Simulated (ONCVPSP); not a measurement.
# Before and after: ONCV potential for As (Z = 33)

| Property | Result |
| --- | --- |
| Element | As |
| Generator | ONCVPSP 4.0.1 |
| Type | optimised norm-conserving Vanderbilt (ONCV) |
| Functional | PBE |
| Relativity | scalar-relativistic |
| Frozen core | [Ar] 3d10 |
| Valence charge | 5 |
| Reference configuration | 4s1.5 4p3.5 |
| Partial waves | 4s: rc 1.50 bohr, ncon 3, nbas 7, qcut 4.1 1/bohr, 2 projectors, debl 0.4 Ha; 4p: rc 1.60 bohr, ncon 4, nbas 9, qcut 6 1/bohr, 2 projectors, debl 0.8 Ha; d scattering state at 0.07 Ha: rc 1.60 bohr, ncon 5, nbas 8, qcut 5.7 1/bohr, 1 projector |
| Local potential | polynomial inside 1.30 bohr (lpopt 5, dvloc0 1 Ha) |
| Core correction | Teter function, fcfact 3.75, rcfact 1.65 |

In the s channel the program set the typed energies aside and used -0.549, 0.250 Ha.

All-electron outer shells of the reference configuration (PBE, scalar-relativistic, ld1.x):

| shell | level (eV) | outermost node (bohr) | outermost maximum (bohr) |
| --- | --- | --- | --- |
| 3p | -134.54 | 0.22 | 0.52 |
| 3d | -41.48 | – | 0.47 |
| 4s | -14.94 | 0.73 | 1.61 |
| 4p | -5.52 | 0.78 | 1.97 |

Change: core correction Teter function, fcfact 1.5, rcfact 1.6.

Cutoffs: the cutoffs (Ha) at which the residual kinetic energy of the hardest occupied pseudo-wave falls to 1 and 0.1 mHa per electron; they do not see the model core or the augmentation charge, which bear on the density cutoff. Errors are all-electron minus pseudo energies relative to the spin-unpolarised reference configuration.

Task: How do hardness, ghosts and transferability respond?

Result: The potential gets neither clearly harder nor softer (13 Ha and 54 Ha → 13 Ha and 54 Ha); of the 4 tests that both files solve, the error grows in 0 and shrinks in 4 by more than 15 % and 0.3 meV (median size 23.9 → 8.1 meV); neither file shows a bound ghost. A model core, the more so a compact one, raises the density cutoff, which this test does not measure.

```csv
quantity,base,changed
"cutoff, loose",13 Ha,13 Ha
"cutoff, tight",54 Ha,54 Ha
bound ghosts,none,none
GHOST(+) flags under 300 eV,s at 90.4 eV,s at 90.4 eV
"error for 4s2 4p3, meV [ΔE -4.68 eV]",-2.9,-1.2
"error for 4s2 4p2, meV [ΔE 4.47 eV]",-23,-7.9
"error for 4s2 4p1, meV [ΔE 22.39 eV]",-146,-57
"error for 4s0 4p5, meV [ΔE 14.38 eV]",-24,-8.3
s: phases at 1.52 bohr within 0.05 rad from the reference energy up to (Ha; the scan ends near 5),3.0,3.0
p: phases at 1.62 bohr within 0.05 rad from the reference energy up to (Ha; the scan ends near 5),3.7,3.7
d: phases at 1.62 bohr within 0.05 rad from the reference energy up to (Ha; the scan ends near 5),0.5,0.5
"rms error of d²Exc/dni dnj with the model core, mHa",3.69,0.72
```
